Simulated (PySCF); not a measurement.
# RbNa: one state, many levels of theory

State: ¹Σ⁺ (singlet), closed shell. Set-up: PySCF, scalar-relativistic core potentials, basis sets Rb def2-SVP with ECP28, Na def2-SVP. De refers to Rb + Na in their ground configurations, without counterpoise correction. A positive dipole means Rb(−)Na(+).

```tsv
Level	Re (Å)	ωe (cm⁻¹)	De (eV)	μ (D)	CPU s a point (SCF and correlation, without the integrals)
RHF-MP2	3.714	105	0.338	n/a	0.048
RHF-SCS-MP2	3.736	104	0.411	n/a	n/a
RHF-CCSD	3.740	101	0.52	n/a	n/a
RHF-CCSD(T)	3.743	99.4	0.54	n/a	1
PBE	3.699	102	0.67	-2.76	0.38
PW91	3.696	102	0.70	-2.83	0.29
r²SCAN	3.772	102	0.492	-3.49	0.61
r²SCANh	3.760	103	0.488	-3.51	0.58
PBE0	3.714	105	0.58	-3.28	0.59
B97-3	3.684	106	0.80	-2.61	0.28
```

Q: Which functional lies closest to RHF-CCSD(T) in De, which farthest, and by how much do they differ from it?

A: Closest is PBE0 (-2.9 pm in Re, +5.6 % in ωe, +0.04 eV in De against RHF-CCSD(T) in the same basis), farthest B97-3 (-5.9 pm in Re, +6.6 % in ωe, +0.26 eV in De). CCSD(T) converges more slowly with the basis than the functionals do and binds too weakly in this one, so the order can change at the basis-set limit.

Q: What does a quarter of exact exchange do here, going from PBE to PBE0?

A: PBE0 less PBE: +1.5 pm in Re, +2.9 % in ωe, -0.09 eV in De. Exact exchange removes part of the self-interaction that spreads semilocal densities, and in most molecules shortens and stiffens the bond and lowers De; here Re goes the other way.

Q: What does the step from GGA to meta-GGA do here, going from PBE to r²SCAN?

A: r²SCAN less PBE: +7.3 pm in Re, +0.0 % in ωe, -0.18 eV in De. 

Correlated steps freeze 1 core orbital. Closed-shell solutions of metal pairs were not tested for spin polarisation, which can lower them a little. Correlated levels converge slowly with the basis: in double zeta they bind strong bonds too weakly, by up to about 1 eV, and carry superposition errors of some tenths. Where the molecule has an RHF reference, its open-shell atoms are computed with UHF.

The whole job (state search and all levels along the bond) took about 0.98 min on 1 thread of Arm Neoverse V1 (shared host), peak memory 0.46 GiB.
